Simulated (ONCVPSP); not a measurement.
**carbon, ONCV: configuration errors across variants**

carbon, optimised norm-conserving Vanderbilt (ONCV), made with ONCVPSP 4.0.1 (PBE, scalar-relativistic). Core [He], reference 2s1.5 2p2.5. Waves: 2s: rc 1.20 bohr, ncon 3, nbas 7, qcut 6.4 1/bohr, 2 projectors, debl 0.6 Ha; 2p: rc 2.25 bohr, ncon 4, nbas 7, qcut 4.9 1/bohr, 1 projector; d scattering state at 0.19 Ha: rc 2.00 bohr, ncon 4, nbas 8, qcut 4 1/bohr, 2 projectors, debl 2.8 Ha. Local part: polynomial inside 0.75 bohr (lpopt 5, dvloc0 2 Ha). Core correction: none.

All-electron excitation energies from the reference (eV): (1) 2s2 2p2 -4.236; (2) 2s2 2p1 6.625; (3) 2s2 2p0 30.781; (4) 2s0 2p4 12.739.

Errors AE − PS in meV (a dash: test not solved or not reliable):

```csv
change,(1),(2),(3),(4),bound ghosts,GHOST(+) flags above zero
base,-2.6,+108,+721,-25,none,d
d: qcut 6.1,-2.6,+108,+721,-25,none,none
"all radii scaled by about 1.03 (s 1.24, p 2.32, d 2.06 bohr); local potential polynomial inside 0.78 bohr (lpopt 5, dvloc0 2 Ha)",-2.8,+118,+781,-27,none,d
```

(1) Give the same row for: s: qcut 9.2; p: qcut 7; d: qcut 5.7.

## Answers

(1) -1.5, +59, +424, -14; bound ghosts: none; GHOST(+) flags above zero: none.
